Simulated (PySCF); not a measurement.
C2H7Al, SMILES [CH3][AlH][CH3] (connectivity only; charge and spin as stated), charge -1, multiplicity 2. Atoms are numbered in the order given.

```xyz
10

Al    -0.1608     0.6624     0.0000
C      0.0424    -0.4993    -1.6527
H     -0.0114     0.0750    -2.5951
H     -0.7263    -1.2917    -1.7122
H      1.0273    -1.0090    -1.6410
C      0.0424    -0.4993     1.6527
H     -0.0114     0.0750     2.5951
H      1.0273    -1.0090     1.6410
H     -0.7263    -1.2917     1.7122
H      1.0026     1.8328     0.0000
```
Charge -1, spin multiplicity 2.

Geometry: ωB97X-D3(BJ)/def2-SVPD. The multiplicity is an assumed one; other spin states were not compared. The isomer is the one that the SMILES or the coordinates give; other isomers of the formula were not compared.

Method: M06-2X/def2-TZVPD (PySCF).

Mulliken values depend strongly on the basis, most of all with diffuse functions as here. ESP charges are fitted to the potential on shells at 1.4 to 2.0 van der Waals radii. Atomic charges (e):

```json
[
 {"atom": "Al1", "ESP fit": "-0.77", "meta-Löwdin": "0.04", "Mulliken": "-0.45", "Mulliken spin": "0.88"},
 {"atom": "C2", "ESP fit": "0.30", "meta-Löwdin": "-0.64", "Mulliken": "-0.74", "Mulliken spin": "0.01"},
 {"atom": "H3", "ESP fit": "-0.14", "meta-Löwdin": "0.08", "Mulliken": "0.15", "Mulliken spin": "0.02"},
 {"atom": "H4", "ESP fit": "-0.13", "meta-Löwdin": "0.08", "Mulliken": "0.21", "Mulliken spin": "-0.02"},
 {"atom": "H5", "ESP fit": "-0.07", "meta-Löwdin": "0.07", "Mulliken": "0.17", "Mulliken spin": "0.01"},
 {"atom": "C6", "ESP fit": "0.30", "meta-Löwdin": "-0.64", "Mulliken": "-0.74", "Mulliken spin": "0.01"},
 {"atom": "H7", "ESP fit": "-0.14", "meta-Löwdin": "0.08", "Mulliken": "0.15", "Mulliken spin": "0.02"},
 {"atom": "H8", "ESP fit": "-0.07", "meta-Löwdin": "0.07", "Mulliken": "0.17", "Mulliken spin": "0.01"},
 {"atom": "H9", "ESP fit": "-0.13", "meta-Löwdin": "0.08", "Mulliken": "0.21", "Mulliken spin": "-0.02"},
 {"atom": "H10", "ESP fit": "-0.14", "meta-Löwdin": "-0.22", "Mulliken": "-0.12", "Mulliken spin": "0.08"}
]
```
